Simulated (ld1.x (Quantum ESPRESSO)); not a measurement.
# iodine: variants of one TM potential

Base potential:

I (Z = 53), norm-conserving Troullier–Martins (Kleinman–Bylander form), made with ld1.x (Quantum ESPRESSO) 7.5 (PBE, scalar-relativistic). Core [Kr], reference 4d10 5s2 5p5. Waves: 5p (bound): rc 1.85 bohr; 4d (bound): rc 1.25 bohr; 5s (bound): rc 1.30 bohr. Local part: the s channel. Core correction: none.

All-electron outer shells of the reference configuration (PBE, scalar-relativistic, ld1.x):

| shell | level (eV) | outermost node (bohr) | outermost maximum (bohr) |
| --- | --- | --- | --- |
| 4s | -180.60 | 0.37 | 0.68 |
| 4p | -127.57 | 0.37 | 0.72 |
| 4d | -50.28 | 0.35 | 0.78 |
| 5s | -17.41 | 0.88 | 1.70 |
| 5p | -7.09 | 0.96 | 2.02 |

Cutoffs, loose and tight: the cutoffs (Ry, on a coarse ladder) from which the occupation-weighted sum of valence levels, in a spherical-Bessel basis at the reference potential, stays within 10 and 1 mRy of its value at 400 Ry. They do not see the model core or the augmentation charge, which bear on the density cutoff. Test errors are all-electron minus pseudo excitation energies from the reference, over the configurations 4d10 5s2 5p4; 4d10 5s2 5p3; 4d10 5s2 5p2; 4d10 5s1 5p5; 4d10 5s2 5p4.5; 4d9 5s2 5p6; 4d10 5s1 5p6. A dash means not determined; rows that change the core or the reference have their own tests.

A true bound ghost makes a file unfit for plane-wave use even where its test errors are small: the radial tests pick states by their node count and pass the ghost by.

```tsv
change	outcome	cutoff, loose	cutoff, tight	bound ghosts	largest test error (meV)
base	generated	140 Ry	230 Ry	p	-103
all radii scaled by about 1.10 (s 1.42, p 2.04, d 1.38 bohr)	failed: run_pseudo: Errors in PS-KS equation	–	–	–	–
wave 4d (bound): rc 1.25 bohr becomes 4d (bound): rc 1.00 bohr	generated	140 Ry	230 Ry	p	-114
wave 5p (bound): rc 1.85 bohr becomes 5p (bound): rc 2.38 bohr	generated	140 Ry	230 Ry	p	-92
core [Kr] 4d10, valence charge 7; reference 5s2 5p5; waves now 5p (bound): rc 2.15 bohr; 5s (bound): rc 1.50 bohr; core correction a·sin(br)/r model core inside 1.00 bohr	generated	40 Ry	100 Ry	none	-124
local potential all-electron potential smoothed inside 1.75 bohr (lloc = -2)	generated	140 Ry	230 Ry	none	-112
type PAW; waves now 5s (bound): rcut 1.15, rcutus 1.30 bohr; 5s channel at 1 Ry: rcut 1.15, rcutus 1.30 bohr; 5p (bound): rcut 1.60, rcutus 1.85 bohr; 5p channel at 1.05 Ry: rcut 1.60, rcutus 1.85 bohr; 4d (bound): rcut 1.10, rcutus 1.25 bohr; 4d channel at 1.5 Ry: rcut 1.10, rcutus 1.25 bohr; local potential all-electron potential smoothed inside 1.10 bohr (lloc = -1); core correction a·sin(br)/r model core, default radius (ld1.x builds one for every PAW set, though the input has nlcc=.false.); augmentation BESSEL, radius 0.80 bohr	failed: new_paw_hamiltonian: negative rho	–	–	–	–
non-relativistic	generated	140 Ry	230 Ry	p	+586
wave 5s (bound): rc 1.30 bohr becomes 5s (bound): rc 1.68 bohr	generated	120 Ry	200 Ry	none	-484
wave 4d (bound): rc 1.25 bohr becomes 4d (bound): rc 0.76 bohr	failed: run_pseudo: Errors in PS-KS equation	–	–	–	–
type PAW; waves now 5s (bound): rcut 1.15, rcutus 1.30 bohr; 5s channel at -0.5 Ry: rcut 1.15, rcutus 1.30 bohr; 5p (bound): rcut 1.60, rcutus 1.85 bohr; 5p channel at 2.35 Ry: rcut 1.60, rcutus 1.85 bohr; 4d (bound): rcut 1.10, rcutus 1.25 bohr; 4d channel at 0.4 Ry: rcut 1.10, rcutus 1.25 bohr; local potential all-electron potential smoothed inside 1.10 bohr (lloc = -2); core correction a·sin(br)/r model core, default radius (ld1.x builds one for every PAW set, though the input has nlcc=.false.); augmentation PSQ, inside the norm-conserving radii	failed: new_paw_hamiltonian: negative rho	–	–	–	–
```
